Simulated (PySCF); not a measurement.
Ligands exchanged one at a time, B CH3-OH. Isolated molecules, 0 K electronic values unless said otherwise. One relaxed conformer stands for each flexible species; it need not be the lowest. Strings in code marks are SMILES.

The brightest of the four lowest singlets (TDA) from two functionals at the same geometries (PBE0-D3(BJ)/def2-TZVP), both in PySCF: PBE-D3(BJ)/def2-TZVP and B3LYP-D3(BJ)/def2-TZVP. B3LYP has the VWN-RPA correlation part, as in Gaussian. Excitations are Tamm–Dancoff values on a coarser integration grid. The basis has no diffuse functions, so Rydberg states are missing or too high.

```csv
species,PBE-D3(BJ)/def2-TZVP (eV)
0 of 3 CH3 replaced by OH (`CB(C)C`),7.30
1 of 3 CH3 replaced by OH (`OB(C)C` (C–B–O–H torsion 178°)),6.98
"2 of 3 CH3 replaced by OH (`CB(O)O` (O–B–O–H torsion 0°, O–B–O–H torsion 180°))",7.69
```

Task: What does B3LYP-D3(BJ)/def2-TZVP give for each?

Result: 
- 0 of 3 CH3 replaced by OH (`CB(C)C`): 7.86
- 1 of 3 CH3 replaced by OH (`OB(C)C` (C–B–O–H torsion 178°)): 7.54
- 2 of 3 CH3 replaced by OH (`CB(O)O` (O–B–O–H torsion 0°, O–B–O–H torsion 180°)): 8.26
Over these rows, drawn at random from the members with no instability flagged (it was tested for open shells, ions and some series alone), PBE minus B3LYP-D3(BJ): mean -0.57 eV, from -0.58 eV to -0.56 eV.
